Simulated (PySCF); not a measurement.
The third ionisation energy along the 3d series

Calculated with PySCF 2.14 from differences of total energies of unrestricted determinants, without spin-orbit coupling. Values in eV. The last column holds reference values (NIST; (s) semi-empirical, (t) theoretical, else measured). Unmarked ones compare directly (S terms, centres of terms, or small fine structure); those marked * lie between the lowest fine-structure levels and include a spin-orbit shift.

```csv
element,configurations,UHF,LDA,PBE0,r2SCAN,MP2 (valence),SCS-MP2 (valence),reference
"Sc (aug-cc-pVTZ with one added diffuse shell each of s, p, d, f, g type, non-relativistic)",[Ar] 3d1 → [Ar],23.981,25.508,25.316,25.241,n/a,n/a,24.757 *
"Ti (aug-cc-pVTZ with one added diffuse shell each of s, p, d, f, g type, non-relativistic)",[Ar] 3d2 → [Ar] 3d1,26.768,28.184,27.985,28.069,26.890,26.809,27.492 *
"V (aug-cc-pVTZ with one added diffuse shell each of s, p, d, f, g type, non-relativistic)",[Ar] 3d3 → [Ar] 3d2,28.350,30.215,29.803,29.925,28.723,28.474,29.311 *
"Cr (aug-cc-pVTZ with one added diffuse shell each of s, p, d, f, g type, non-relativistic)",[Ar] 3d4 → [Ar] 3d3,29.880,32.105,31.483,31.242,30.529,30.097,30.959 ± 0.025 *
"Mn (aug-cc-pVTZ with one added diffuse shell each of s, p, d, f, g type, non-relativistic)",[Ar] 3d5 → [Ar] 3d4,32.588,34.653,34.084,34.112,33.422,32.866,33.668 ± 0.012 *
"Fe (aug-cc-pVTZ with one added diffuse shell each of s, p, d, f, g type, non-relativistic)",[Ar] 3d6 → [Ar] 3d5,28.534,31.879,31.196,31.006,30.136,30.326,30.651 ± 0.012 *
"Co (aug-cc-pVTZ with one added diffuse shell each of s, p, d, f, g type, non-relativistic)",[Ar] 3d7 → [Ar] 3d6,31.448,34.617,33.928,33.996,33.308,33.409,33.5 ± 0.06 (s) *
"Ni (aug-cc-pVTZ with one added diffuse shell each of s, p, d, f, g type, non-relativistic)",[Ar] 3d8 → [Ar] 3d7,32.882,36.551,35.579,35.724,35.194,35.133,35.187 ± 0.019 *
"Cu (aug-cc-pVTZ-PP with one added diffuse shell each of s, p, d, f, g type with ECP10MDF, ECP)",[Ar] 3d9 → [Ar] 3d8,34.049,38.014,36.715,36.154,36.855,36.618,36.841 ± 0.012 *
"Zn (aug-cc-pVTZ-PP with one added diffuse shell each of s, p, d, f, g type with ECP10MDF, ECP)",[Ar] 3d10 → [Ar] 3d9,36.994,40.764,39.582,39.414,40.092,39.732,39.723 *
```

"Valence" correlates the outer s and p shells and, in groups 3 to 12 and the f block, the outer d or f shell, open or full, or the next shell where the ion has no valence electron left; the wider scheme adds the next inner shell.
